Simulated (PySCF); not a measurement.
Cu(Cl)(OH2) (ClCuH₂O), SMILES [OH2]->[Cu][Cl], multiplicity 1. Coordinates come from a B3LYP-D3(BJ)/def2-TZVP optimisation. The spin state was assumed, not searched.

The numbers are results of B3LYP-D3(BJ)/def2-TZVP in PySCF 2.14.0, not measurements.

Harmonic wavenumbers (cm⁻¹): 107, 109, 326, 407, 435, 581, 1621, 3762, 3851. Rotational constants (GHz): 332.6, 2.336, 2.326; symmetry number 1.

Q: Work out the zero-point energy and the ideal-gas rigid-rotor harmonic-oscillator thermochemistry at 298.15 K and 1 atm.

A: ZPE = ½ Σ hcν = ½ × 11198 cm⁻¹ = 66.98 kJ/mol. H − E(el) = 83.67 kJ/mol. Entropy in J/(mol K): translation 168.14, rotation 94.98, vibration 42.54, total 305.67. G − E(el) = -7.46 kJ/mol. Cp = 72.93 J/(mol K). Modes under 150 cm⁻¹ make the vibrational entropy uncertain.
